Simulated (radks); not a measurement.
Results of a calculation; reference values are marked as such.
Excited configurations of Ni II: one electron is placed in a higher orbital outside [Ar] 3d8. The ground configuration is [Ar] 3d9. Level of theory: Dirac Kohn-Sham, PBE, spin-unpolarised, spherical densities, finite nucleus; open shells fill j = l - 1/2 first; Fermi nuclear charge, rms radius 3.7757 fm (a radial shooting solver on a logarithmic mesh with Libxc functionals). Excitation = E - E(ground); binding = E(ion) - E, where the ion is the core of charge +2; n* = 2/sqrt(2 binding) in atomic units, and the quantum defect is n - n*.

outer orbital  excitation (eV)  binding (eV)     n*  eigenvalue (eV)
4p1/2                    8.510        11.738  2.153           -8.452
4d3/2                   14.321         5.926  3.030           -4.219
5s1/2                   13.162         7.086  2.771           -5.573
5d3/2                   16.695         3.552  3.914           -2.706
6p1/2                   16.954         3.293  4.065           -2.620
6d3/2                   17.911         2.337  4.826           -1.846
7f5/2                   19.012         1.235  6.637           -0.995

The Delta-SCF ionisation energy is 20.248 eV (NIST Atomic Spectra Database: 18.169 eV, measured). Self-interaction in the functional shifts the binding energies and quantum defects, so they are the method's values and not measured ones. Spin polarisation and multiplet splitting are left out, so open shells lie too high by an amount that depends on their filling.

Beside tabulated values, note that spin-unpolarised runs miss the spin-polarisation part of the exchange energy of open shells.
